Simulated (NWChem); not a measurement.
Species: BNH₃ cation

```xyz
5

B      0.0000     0.0000    -0.7891
N      0.0000     0.0000     0.5312
H      0.0000     0.0000    -1.9619
H      0.0000     0.8564     1.0947
H      0.0000    -0.8564     1.0947
```
Atoms are numbered in this order, from 1.

All runs use the structure optimised with B3LYP/6-31G* (spherical d).

Symmetry labels are those of C2v in the frame above (b1 and b2, or b-type labels, depend on it).

Q: List the 4 lowest vertical singlet excitations and the 4 lowest triplet ones from LRC-wPBEh/def2-SVPD, TDA (NWChem).

A: 
```
state  energy (eV)  oscillator strength  symmetry  leading excitation (squared amplitude)
-----  -----------  -------------------  --------  --------------------------------------
S1            5.81                0.000        a2                      HOMO → LUMO (1.00)
S2            9.28                0.053        b2                    HOMO−1 → LUMO (0.97)
S3            9.33                0.188        a1                    HOMO → LUMO+1 (0.82)
S4           10.10                0.045        b1                    HOMO → LUMO+2 (0.94)
T1            5.45       spin-forbidden        a2                      HOMO → LUMO (0.99)
T2            6.29       spin-forbidden        a1                    HOMO → LUMO+1 (0.98)
T3            7.55       spin-forbidden        b2                    HOMO−1 → LUMO (0.97)
T4            9.30       spin-forbidden        b1                  HOMO−1 → LUMO+1 (0.78)
```
